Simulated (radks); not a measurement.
S-, 17 electrons, occupied as [Ne] 3s2 3p5.

All-electron calculation, scalar-relativistic Kohn-Sham, LB94 model potential, spin-polarised, spherical densities, point nucleus; open shells are filled with parallel spins first; Watson sphere of charge +1 and radius 2.7 bohr. Program: a radial shooting solver on a logarithmic mesh with Libxc functionals.

Energy parts (Ry; the electron-nucleus part includes the sphere):
part                   energy
kinetic             807.86121
electron-nucleus  -1937.40708
Hartree             370.80863
(The LB94 potential has no energy functional, so no total or exchange-correlation energy is given.)

Orbitals (lengths in bohr, moments of r in powers of bohr):
orbital  occ.  eigenvalue (Ry)      <r^4>
1s down     1        -180.1150  0.0004028
1s up       1        -180.1121  0.0004029
2s up       1        -16.45822     0.1322
2s down     1        -16.45409     0.1327
2p up       3        -12.42826     0.1234
2p down     3        -12.42226     0.1239
3s up       1         -1.54505      21.63
3s down     1         -1.52290      21.37
3p up       3         -0.82839      59.51
3p down     2         -0.80247      60.08

The highest occupied level is 3p down at -10.918 eV. The density falls to 0.001 e/bohr^3 at r = 4.31 bohr.
